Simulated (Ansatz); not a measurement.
BClH₂OS (`OB(S)Cl`). Charge 0, multiplicity 1. The structure was optimised at the PBE0-D4/def2-TZVP level. It is one conformer, not always the lowest.

```xyz
6

O     0.087   -0.928   -0.667
B     0.096   -0.010    0.320
S    -0.492    1.670    0.047
Cl    0.691   -0.419    1.936
H     0.426   -1.785   -0.391
H    -0.808    1.471   -1.244
```

(1) What is the dipole moment at B3LYP/def2-TZVPP? (Estimate.)

(2) And with PBE, r2SCAN, ωB97M-V? (An estimate is asked.)

(3) Give the Mulliken charges with B3LYP, ωB97M-V, PBE in def2-TZVPP. (An estimate is asked.)

## Answers

(1) The calculation gave: 1.59 D, with components (0.10, -1.25, -0.97) D in this frame, pointing from negative to positive charge.

(2) The calculation gave: PBE 1.61 D, r2SCAN 1.67 D, ωB97M-V 1.62 D.

(3) Computed: 
```csv
atom,B3LYP,ωB97M-V,PBE
O1,-0.26,-0.25,-0.22
B2,0.29,0.23,0.24
S3,-0.17,-0.15,-0.18
Cl4,-0.18,-0.15,-0.17
H5,0.21,0.20,0.21
H6,0.11,0.12,0.12
```

B3LYP here is the variant with VWN-RPA as its local correlation; programs differ in this.
